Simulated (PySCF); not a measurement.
**Spinor energies of Tc³⁵⁺ (technetium, charge +35)**

Start: [He] 2s2 2p4; 2p1/2 filled at m_j = -1/2, +1/2; 2p3/2 filled at m_j = +1/2, +3/2. Calculated with PySCF 2.14 in an even-tempered Gaussian basis (17 s from 15 bohr⁻², ratio 2.4; 12 p from 19 bohr⁻², ratio 2.4; 5 d from 70 bohr⁻², ratio 2.6; 4 f from 110 bohr⁻², ratio 2.6): generalised Hartree-Fock with the X2C-1e Hamiltonian and a Gaussian nucleus; one run each with spin-orbit coupling (SO) switched off, then screened by Boettger's factors.

```json
{"spinor shell": "1s1/2", "electrons": "2", "ε, spin-free (eV)": "-23535.1", "ε, screened SO (eV)": "-23529.7", "weight of nominal j (screened SO)": "1.000", "rms radius, screened SO (bohr)": "0.0392"}
{"spinor shell": "2s1/2", "electrons": "2", "ε, spin-free (eV)": "-5173.5", "ε, screened SO (eV)": "-5171.9", "weight of nominal j (screened SO)": "1.000", "rms radius, screened SO (bohr)": "0.156"}
{"spinor shell": "2p1/2", "electrons": "2", "ε, spin-free (eV)": "-4918.4", "ε, screened SO (eV)": "-4997.0", "weight of nominal j (screened SO)": "0.990", "rms radius, screened SO (bohr)": "0.134"}
{"spinor shell": "2p3/2", "electrons": "2", "ε, spin-free (eV)": "-4918.4", "ε, screened SO (eV)": "-4877.4", "weight of nominal j (screened SO)": "0.993", "rms radius, screened SO (bohr)": "0.138"}
```

```csv
quantity,spin-free,screened SO
E (hartree),-3068.30535,-3071.49524
M_J,2,2
⟨J²⟩,6.000,6.000
⟨L²⟩,2.000,3.047
⟨S²⟩,2.000,1.479
```

Each row is a mean over spinors that exchange with the open shell spreads, by up to 50.679 eV (2s1/2).

Breit and QED terms are absent; they matter most for the inner s and p1/2 levels.

Densities and radii are taken from the X2C orbitals without a picture-change correction, which distorts them close to the nucleus.

Without spin-orbit coupling the j labels of p, d and f shells carry no meaning; the spin-free column gives the mean over the occupied spinors of each nl shell.
